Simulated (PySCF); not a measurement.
PySCF input file for Sn(H)3(vinyl) (C₂H₆Sn), SMILES C=[CH][SnH3], r2SCAN-D4/def2-SVP. Geometry: r2SCAN-D4/def2-SVP. The def2 effective core potentials stand for the cores of Sn; spin–orbit coupling is left out.

```python
import numpy as np
from pyscf import gto, scf, dft, df
from pyscf.hessian import thermo

mol = gto.M(
    atom='''
    Sn   -0.02313813    0.56532224    0.00000000
    C     0.56477497   -1.49475326   -0.00000000
    C    -0.31757594   -2.50243085   -0.00000000
    H     0.58511678    1.36221773    1.39134786
    H     0.58511678    1.36221773   -1.39134787
    H    -1.73612467    0.61259394    0.00000000
    H     1.63741372   -1.73309954   -0.00000000
    H    -1.40186174   -2.33444590   -0.00000000
    H     0.00405165   -3.55249137    0.00000001
    ''',
    basis='def2-SVP',
    ecp={'Sn': 'def2-svp'},
    charge=0,
    spin=0,
    max_memory=1600,
    verbose=3,
)
mf = dft.RKS(mol, xc='r2scan').density_fit(auxbasis='def2-universal-jkfit')
mf.disp = 'd4'
mf.grids.level = 4
mf.conv_tol = 1e-11
mf.max_cycle = 100
mf.kernel()

# analytic Hessian; the response equations are solved on a coarser grid
h, args, fine = mf.Hessian(), (mf.mo_energy, mf.mo_coeff, mf.mo_occ), mf.grids
h.max_memory = max(150, 2.5e-5 * df.make_auxmol(mol, mf.with_df.auxbasis).nao * mol.nelec[0] * (mol.nelec[0] + mol.nao))  # MB; small integral blocks
h1ao = h.make_h1(mf.mo_coeff, mf.mo_occ)
mf.grids = dft.Grids(mol).set(level=2).build(with_non0tab=True)
mo1, mo_e1 = h.solve_mo1(*args, h1ao)
mf.grids = fine
hess = h.hess_elec(*args, mo1, mo_e1, h1ao) + h.hess_nuc()
if mf.do_disp():
    hess += h.get_dispersion()
for i in range(mol.natm):  # the analytic DFT Hessian lacks the response of the grid: restore translational invariance
    hess[i, i] -= hess[i].sum(axis=0)
hess = (hess + hess.transpose(1, 0, 3, 2)) / 2
vib = thermo.harmonic_analysis(mol, hess, imaginary_freq=False)
thermo.dump_normal_mode(mol, vib)
th = thermo.thermo(mf, vib['freq_au'][vib['freq_au'] > 0], 298.15, 101325)
thermo.dump_thermo(mol, th)
g0 = mf.nuc_grad_method().set(verbose=0).kernel()

# dipole derivatives [dipole axis, atom, xyz] from the same response
r, irp = mol.intor('int1e_r'), mol.intor('int1e_irp').reshape(3, 3, mol.nao, mol.nao)
sl, dm0, ok = mol.aoslice_by_atom(), np.array(mf.make_rdm1()), []
dmu = np.einsum('a,xt->xat', mol.atom_charges(), np.eye(3))
for a, (_, _, p0, p1) in enumerate(sl):
    dmu[:, a] += 2 * np.einsum('xtij,ij->xt', irp[:, :, :, p0:p1], dm0.reshape(-1, mol.nao, mol.nao).sum(0)[:, p0:p1])
    for u, c, occ, f in [(mo1, mf.mo_coeff, mf.mo_occ, 4)]:
        dmu[:, a] -= f * np.einsum('tui,xuv,vi->xt', u[a], r, c[:, occ > 0], optimize=True)
L = vib['norm_mode']
ir = 974.8801 * (np.einsum('xat,kat->kx', dmu, L) ** 2).sum(1)       # km/mol
apt = np.einsum('xax->a', dmu) / 3
print('mode   freq/cm-1   IR/(km/mol)')
for k, w in enumerate(vib['freq_wavenumber']):
    print(f'{k + 1:4d} {w:11.2f} {ir[k]:13.3f}')
print('max |gradient| / (hartree/bohr):', abs(g0).max())
print('APT charges:', apt.round(4))
```

Log of the run:

```
converged SCF energy = -294.016823188788

WARN: MGGA Hessian is sensitive to dft grids. grids.level 4 may not be dense enough.


WARN: DFTD4 does not support analytical Hessian, using finite difference.


WARN: Mole.unit (angstrom) is changed to Bohr

Mode                                 0                   1                   2
Irrep
Freq [cm^-1]                       97.2700            223.1102            357.8210
Reduced mass [au]                   1.2753              2.3278              1.0617
Force const [Dyne/A]                0.0071              0.0683              0.0801
Char temp [K]                     139.9499            321.0059            514.8248
Normal mode                   x     y     z       x     y     z       x     y     z
       0  Sn                 0.00  0.00  0.00    0.00  0.02  0.00    0.00 -0.00 -0.01
       1   C                -0.00 -0.00 -0.11   -0.11 -0.04  0.00   -0.00  0.00 -0.06
       2   C                 0.00 -0.00  0.09    0.05 -0.17 -0.00    0.00  0.00  0.03
       3   H                -0.35 -0.17  0.25    0.15 -0.09 -0.00    0.14 -0.43  0.19
       4   H                 0.35  0.17  0.25    0.15 -0.09  0.00   -0.14  0.43  0.19
       5   H                -0.00  0.00 -0.40    0.01  0.33  0.00    0.00  0.00  0.20
       6   H                -0.00  0.00 -0.31   -0.08  0.07  0.00   -0.00  0.00  0.34
       7   H                 0.00 -0.00  0.29    0.02 -0.36 -0.00    0.00 -0.00 -0.31
       8   H                 0.00 -0.00  0.05    0.23 -0.12 -0.00    0.00  0.00  0.45
Mode                                 3                   4                   5
Irrep
Freq [cm^-1]                      442.4135            550.6234            562.3033
Reduced mass [au]                   1.6170              2.1011              1.3763
Force const [Dyne/A]                0.1865              0.3753              0.2564
Char temp [K]                     636.5345            792.2245            809.0292
Normal mode                   x     y     z       x     y     z       x     y     z
       0  Sn                 0.01  0.03 -0.00   -0.02  0.02  0.00   -0.00  0.00 -0.01
       1   C                 0.02 -0.12  0.00    0.14 -0.14 -0.00    0.00 -0.00  0.15
       2   C                -0.03 -0.10 -0.00   -0.01 -0.02  0.00   -0.00  0.00 -0.02
       3   H                -0.28  0.18  0.03    0.23 -0.14 -0.01    0.06 -0.36  0.19
       4   H                -0.28  0.18 -0.03    0.23 -0.14  0.01   -0.06  0.36  0.19
       5   H                -0.02 -0.55  0.00    0.01  0.32 -0.00   -0.00  0.00  0.24
       6   H                 0.00 -0.20  0.00    0.13 -0.20  0.00    0.00  0.00 -0.23
       7   H                -0.02 -0.06 -0.00    0.03  0.22 -0.00    0.00  0.00  0.27
       8   H                -0.06 -0.11  0.00   -0.26 -0.10  0.00   -0.00 -0.00 -0.43
Mode                                 6                   7                   8
Irrep
Freq [cm^-1]                      687.9295            723.2053            733.0527
Reduced mass [au]                   1.0323              1.0163              1.0150
Force const [Dyne/A]                0.2878              0.3132              0.3214
Char temp [K]                     989.7774           1040.5314           1054.6996
Normal mode                   x     y     z       x     y     z       x     y     z
       0  Sn                -0.00  0.01  0.00    0.00  0.00 -0.01    0.01  0.00  0.00
       1   C                -0.02  0.03 -0.00    0.00 -0.00 -0.02    0.01 -0.00  0.00
       2   C                 0.00  0.01  0.00    0.00  0.00 -0.00    0.00  0.01 -0.00
       3   H                 0.29 -0.44  0.11   -0.42  0.16  0.11   -0.43 -0.37  0.38
       4   H                 0.29 -0.44 -0.11    0.42 -0.16  0.11   -0.43 -0.37 -0.38
       5   H                -0.00 -0.62 -0.00   -0.00  0.00  0.75   -0.01  0.26 -0.00
       6   H                -0.02 -0.00 -0.00    0.00  0.00  0.02    0.01  0.00  0.00
       7   H                -0.00 -0.02  0.00    0.00  0.00 -0.04    0.01  0.03  0.00
       8   H                 0.02  0.01 -0.00   -0.00 -0.00  0.06   -0.02 -0.00 -0.00
Mode                                 9                  10                  11
Irrep
Freq [cm^-1]                      960.9573            992.0313           1034.8483
Reduced mass [au]                   1.3503              1.1537              1.0667
Force const [Dyne/A]                0.7347              0.6689              0.6730
Char temp [K]                    1382.6036           1427.3122           1488.9164
Normal mode                   x     y     z       x     y     z       x     y     z
       0  Sn                 0.00 -0.00  0.00   -0.00  0.00 -0.00   -0.00 -0.00  0.00
       1   C                -0.00  0.00  0.05    0.05 -0.02 -0.00    0.00 -0.00  0.07
       2   C                 0.00 -0.00 -0.14   -0.05  0.08 -0.00   -0.00  0.00  0.00
       3   H                 0.00  0.00 -0.00    0.02 -0.02  0.00    0.00  0.00 -0.01
       4   H                -0.00 -0.00 -0.00    0.02 -0.02 -0.00   -0.00 -0.00 -0.01
       5   H                -0.00 -0.00 -0.01    0.01  0.07 -0.00   -0.00  0.00 -0.01
       6   H                 0.00  0.00 -0.06   -0.08 -0.58  0.00    0.00 -0.00 -0.74
       7   H                 0.00  0.00  0.55   -0.13 -0.45  0.00   -0.00 -0.00 -0.53
       8   H                -0.00 -0.00  0.64    0.48  0.24  0.00    0.00  0.00  0.33
Mode                                12                  13                  14
Irrep
Freq [cm^-1]                     1251.7502           1408.1081           1651.8454
Reduced mass [au]                   1.3249              1.1860              4.5099
Force const [Dyne/A]                1.2231              1.3854              7.2503
Char temp [K]                    1800.9899           2025.9541           2376.6378
Normal mode                   x     y     z       x     y     z       x     y     z
       0  Sn                 0.00  0.00  0.00    0.00 -0.00 -0.00   -0.00 -0.00  0.00
       1   C                 0.07 -0.08 -0.00    0.06  0.10 -0.00    0.10  0.15 -0.00
       2   C                -0.10  0.03  0.00   -0.01 -0.01 -0.00   -0.13 -0.15  0.00
       3   H                 0.01 -0.01  0.01   -0.00  0.00  0.00    0.01 -0.01  0.00
       4   H                 0.01 -0.01 -0.01   -0.00  0.00 -0.00    0.01 -0.01 -0.00
       5   H                -0.01 -0.04  0.00    0.02  0.01  0.00    0.02  0.01  0.00
       6   H                 0.24  0.71  0.00    0.04 -0.06  0.00    0.09 -0.08  0.00
       7   H                -0.15 -0.31  0.00   -0.13 -0.63  0.00   -0.08  0.26 -0.00
       8   H                 0.21  0.11 -0.00   -0.60 -0.22  0.00    0.25 -0.05 -0.00
Mode                                15                  16                  17
Irrep
Freq [cm^-1]                     1910.2426           1914.7428           1923.7091
Reduced mass [au]                   1.0105              1.0179              1.0183
Force const [Dyne/A]                2.1726              2.1987              2.2203
Char temp [K]                    2748.4137           2754.8886           2767.7891
Normal mode                   x     y     z       x     y     z       x     y     z
       0  Sn                -0.00  0.00 -0.00   -0.00  0.00  0.01   -0.01 -0.00 -0.00
       1   C                 0.00 -0.00 -0.00   -0.00 -0.00  0.00   -0.00 -0.00 -0.00
       2   C                -0.00  0.00  0.00    0.00  0.00  0.00    0.00  0.00 -0.00
       3   H                -0.22 -0.27 -0.50   -0.26 -0.33 -0.56    0.10  0.16  0.30
       4   H                -0.22 -0.27  0.50    0.26  0.33 -0.56    0.10  0.16 -0.30
       5   H                 0.51 -0.00 -0.00    0.00 -0.00  0.03    0.85 -0.03 -0.00
       6   H                 0.00  0.02 -0.00    0.00  0.00  0.00   -0.01  0.01 -0.00
       7   H                -0.00  0.00 -0.00    0.00  0.00  0.01    0.00  0.01 -0.00
       8   H                 0.01  0.00  0.00    0.00  0.00 -0.01    0.00  0.00  0.00
Mode                                18                  19                  20
Irrep
Freq [cm^-1]                     3103.5072           3138.8600           3198.7649
Reduced mass [au]                   1.0586              1.0932              1.1160
Force const [Dyne/A]                6.0074              6.3457              6.7279
Char temp [K]                    4465.2559           4516.1207           4602.3106
Normal mode                   x     y     z       x     y     z       x     y     z
       0  Sn                -0.00  0.00  0.00   -0.00 -0.00 -0.00   -0.00 -0.00 -0.00
       1   C                -0.01  0.01 -0.00   -0.08  0.01 -0.00   -0.01  0.00 -0.00
       2   C                -0.04 -0.05  0.00    0.02  0.01  0.00   -0.07  0.06 -0.00
       3   H                 0.00 -0.00  0.00   -0.00  0.00  0.00    0.00  0.00  0.00
       4   H                 0.00 -0.00 -0.00   -0.00  0.00 -0.00    0.00  0.00 -0.00
       5   H                 0.00 -0.00 -0.00    0.00 -0.00 -0.00    0.00 -0.00 -0.00
       6   H                 0.20 -0.04  0.00    0.90 -0.20  0.00    0.14 -0.03  0.00
       7   H                 0.60 -0.11  0.00   -0.23  0.04 -0.00    0.69 -0.10 -0.00
       8   H                -0.23  0.69 -0.00    0.02 -0.06 -0.00    0.18 -0.59  0.00
temperature 298.1500 [K]
pressure 101325.00 [Pa]
Rotational constants [GHz] 29.02573 3.01190 2.84881
Symmetry number 1
Zero-point energy (ZPE) 0.06121 [Eh]   160700.922 [J/mol]
                           tot       elec      trans        rot        vib
Entropy [J/mol/K]       314.837      0.000    171.135    103.224     40.478
Cv [J/mol/K]             78.784      0.000     12.472     12.472     53.841
Cp [J/mol/K]             87.099      0.000     20.786     12.472     53.841
Internal energy [J/mol]                      3718.434   3718.434 167841.696
Internal energy [Eh]   -293.95006  -294.01682
Enthalpy [J/mol]                             6197.391   3718.434 167841.696
Enthalpy [Eh]          -293.94912
Gibbs free energy [J/mol]                  -44826.528 -27057.803 155773.067
Gibbs free energy [Eh] -293.98487
mode   freq/cm-1   IR/(km/mol)
   1       97.27         0.004
   2      223.11         1.345
   3      357.82         0.999
   4      442.41        32.169
   5      550.62        41.319
   6      562.30        90.109
   7      687.93       198.825
   8      723.21        40.699
   9      733.05        50.958
  10      960.96        32.141
  11      992.03         7.546
  12     1034.85        12.616
  13     1251.75        12.229
  14     1408.11         9.000
  15     1651.85         1.218
  16     1910.24       101.006
  17     1914.74       194.958
  18     1923.71       182.739
  19     3103.51        18.742
  20     3138.86         7.085
  21     3198.76         8.692
max |gradient| / (hartree/bohr): 0.00014352227303883512
APT charges: [ 1.2141 -0.2783 -0.0829 -0.3045 -0.3045 -0.2901 -0.0108  0.0292  0.0254]
```

The calculation finished and met its thresholds.

Cost: roughly 5 core-minutes.
